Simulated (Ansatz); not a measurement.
Species: sum formula GaHCl₂ (charge 0, singlet). 
Structure (B3LYP-D3(BJ)/def2-TZVP (Ansatz, an electronic-structure program) minimum search):
SMILES: [Cl][GaH][Cl]
```xyz
4

Cl    -0.6866     1.7723     0.0136
Ga    -0.4421    -0.3575    -0.0109
Cl     1.5894    -1.0423     0.0087
H     -1.6438    -1.3292    -0.0407
```
Charge 0, spin multiplicity 1.

Basis-set convergence of Hartree-Fock and MP2 correlation energies (hartree) with Ansatz. Cores are frozen in the correlated levels unless marked. No spin-orbit coupling. The frozen core is the preceding noble-gas configuration, with the filled d and f shells of earlier blocks. No relativistic terms.

```tsv
basis	functions	E(HF)	E(corr, MP2)
def2-SVP	73	-2842.41015	-0.32489
def2-TZVPP	146	-2842.97469	-0.44867
def2-QZVPP	259	-2843.04028	-0.49329
```

Extrapolating the two largest sets (X = 3 and 4) as X^-3: E(corr) = (64·(-0.49329) - 27·(-0.44867))/37 = -0.5259 Eh, an estimate of the basis-set limit. The largest set recovers 93.8 % of it, the smallest 61.8 %.
